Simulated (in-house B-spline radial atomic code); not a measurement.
Configurations of Gd II (Gd+), with energies counted from [Xe] 4f7 5d1 6s1. All numbers are computed (scalar-relativistic (X2C) AM05, spin-polarised, spherical fractional occupations; Fermi nucleus of rms radius 5.1569 fm) with an all-electron radial atomic-structure program (B-spline basis), not measured. Shells without spins written out take the highest spin.

Occupations are held fixed; configurations that lie above the ionisation limit could autoionise.

| configuration | E - E(ref) (eV) | highest orbital | its <r> (bohr) |
| --- | --- | --- | --- |
| [Xe] 4f(6 up, 1 down) 5d(1 up, 0 down) 6s(1 up, 0 down) | 4.6838 | 5d up | 2.53 |
| [Xe] 4f7 5f1 6s1 | 9.3516 | 5f up | 7.57 |
| [Xe] 4f7 5d1 7f1 | 10.714 | 7f up | 21.31 |
| [Xe] 4f6 5d1 6s1 6p1 | 15.092 | 6p up | 4.095 |
| [Kr] 4d10 4f8 5s2 5p5 5d1 6s1 | 21.112 | 4f down | 0.9385 |
| [Xe] 4f6 5d1 6s1 7d1 | 21.969 | 7d up | 11.79 |
| [Kr] 4d9 4f7 5s2 5p6 5d2 6s1 | 143.78 | 6s up | 3.44 |
| [Kr] 4d(4 up, 5 down) 4f(5 up, 3 down) 5s2 5p6 5d(0 up, 1 down) 6s(0 up, 1 down) | 148.4 | 5d down | 2.569 |

**Question.** Order these further configurations by energy, lowest first.
A. [Xe] 4f7 6s1 7s1
B. [Kr] 4d9 4f7 5s2 5p6 5d1 6s1 7d1
C. [Xe] 4f6 5d2 6s1
D. [Xe] 4f7 6s2
E. [Xe] 4f(6 up, 0 down) 5d(0 up, 1 down) 6s2

**Answer.** D (0.54606 eV), A (7.2197 eV), C (10.419 eV), E (12.946 eV), B (155.39 eV).

**Question.** How far above the reference does [Xe] 4f(5 up, 2 down) 6s(1 up, 0 down) 7s(0 up, 1 down) lie?

**Answer.** 15.02 eV; its least bound orbital is 7s down with <r> = 7.359 bohr.

**Question.** How far above the reference does [Xe] 4f(4 up, 2 down) 5d(1 up, 1 down) 6s(0 up, 1 down) lie?

**Answer.** 18.804 eV; its least bound orbital is 5d up with <r> = 2.321 bohr.

**Question.** How far above the reference does [Xe] 4f(5 up, 2 down) 5d(1 up, 0 down) 6s(1 up, 0 down) lie?

**Answer.** 7.854 eV; its least bound orbital is 5d up with <r> = 2.542 bohr.
